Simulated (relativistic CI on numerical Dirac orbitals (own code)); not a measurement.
## Ho²⁺: 4s photoemission

Computed with this model: Dirac-Coulomb-Breit CI, orbitals from a KLI potential per configuration, QED by a radiative potential, valence Slater integrals scaled by 0.8, multiplet model of photoemission in the sudden approximation; configurations [Xe] 4f11 → [Ar] 3d10 4s 4p6 4d10 4f11 5s2 5p6; 300 K; Lorentzian 3 eV and Gaussian 0.7 eV FWHM. Energies are those of the free ion, without screening or charge transfer. The energies are binding energies and can lie tens of eV above those of solids. Without intra-shell correlation the exchange splitting of an s hole comes out too large, often by half or more. S is read from ⟨S²⟩ = S(S + 1).

Computed curve for free ion, scaled to 100 at the maximum (points under 2 are left out and the grid is thinned):

(Energy (eV), Intensity): (441.2, 2.0), (441.6, 2.2), (442.0, 2.3), (442.8, 2.7), (443.2, 2.9), (443.6, 3.1), (444.0, 3.3), (444.4, 3.6), (444.8, 4.0), (445.6, 4.8), (446.0, 5.3), (446.4, 5.8), (446.8, 6.5), (447.2, 7.4), (448.0, 9.5), (448.4, 11.0), (448.8, 12.9), (449.2, 15.2), (449.6, 18.3), (450.4, 27.6), (450.8, 34.9), (451.2, 44.6), (451.6, 57.4), (452.0, 72.9), (452.4, 88.4), (453.2, 100.0), (453.6, 91.3), (454.0, 77.4), (454.4, 63.1), (454.8, 51.3), (455.6, 37.3), (456.0, 34.4), (456.4, 33.8), (456.8, 35.2), (457.2, 38.6), (458.0, 49.7), (458.4, 55.5), (458.8, 58.5), (459.2, 56.5), (459.6, 49.8), (460.0, 41.0), (460.8, 25.8), (461.2, 20.6), (461.6, 16.7), (462.0, 13.8), (462.4, 11.5), (463.2, 8.4), (463.6, 7.3), (464.0, 6.4), (464.4, 5.7), (464.8, 5.1), (465.6, 4.1), (466.0, 3.8), (466.4, 3.5), (466.8, 3.2), (467.2, 2.9), (467.6, 2.7), (468.4, 2.3), (468.8, 2.2), (469.2, 2.0)

The ground state has S = 1.48, and the centroid lies at 455.10 eV.
